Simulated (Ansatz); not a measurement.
Wavefunction ladder for `[SeH][SnH2][SeH]`

```xyz
7

Se   -0.229    2.265   -0.053
Sn   -0.690   -0.218    0.113
Se    0.699   -1.585   -1.502
H     0.983    2.138    0.766
H    -0.352   -0.728    1.703
H    -2.309   -0.439   -0.359
H     1.898   -1.434   -0.668
```

Total charge 0; spin multiplicity 1. Correlated methods include outer-core shells of Se, Sn, which these sets cover unevenly. Scalar relativity is left out up to krypton. Sn takes the def2 core potential. The geometry is a stationary point of PBE0-D4/def2-TZVP. It is one conformer, not always the lowest. Frozen core, restricted reference, Ansatz.

| basis | HF (Eh) | MP2 corr. | CCSD corr. | (T) | CCSD(T) total |
| --- | --- | --- | --- | --- | --- |
| def2-SVP | -5014.81156 | -0.58897 | -0.61660 | -0.01658 | -5015.44474 |
| def2-TZVPP | ? | -0.87802 | -0.89550 | ? | ? |
| def2-QZVPP | ? | ? | – | – | – |

(1) Fill in the withheld values. (An estimate is asked.)

Answers

(1) Ansatz gave: def2-TZVPP HF (Eh): -5015.41947; def2-TZVPP (T): -0.03097; def2-TZVPP CCSD(T) total: -5016.34594; def2-QZVPP HF (Eh): -5015.51657; def2-QZVPP MP2 corr.: -1.69971.
